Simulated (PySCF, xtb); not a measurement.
ClF3H2OSi2, SMILES F[Si](F)(F)O[SiH2]Cl.

xtb with GFN2-xTB at its own geometry gives an orbital gap of 6.13 eV and a dipole moment of 2.78 D.

Geometry optimised at PBE0-D3(BJ)/def2-SVP. The structure was generated by enumeration, and PubChem lists no compound with its InChIKey, so it may never have been made. Other conformers were not sampled.

Question: What does HF/def2-TZVP in PySCF give? (Estimate from the structure and the level; the computed values follow.)

Answer: gap 15.64 eV (levels -12.72 and 2.92 eV), dipole 2.33 D.
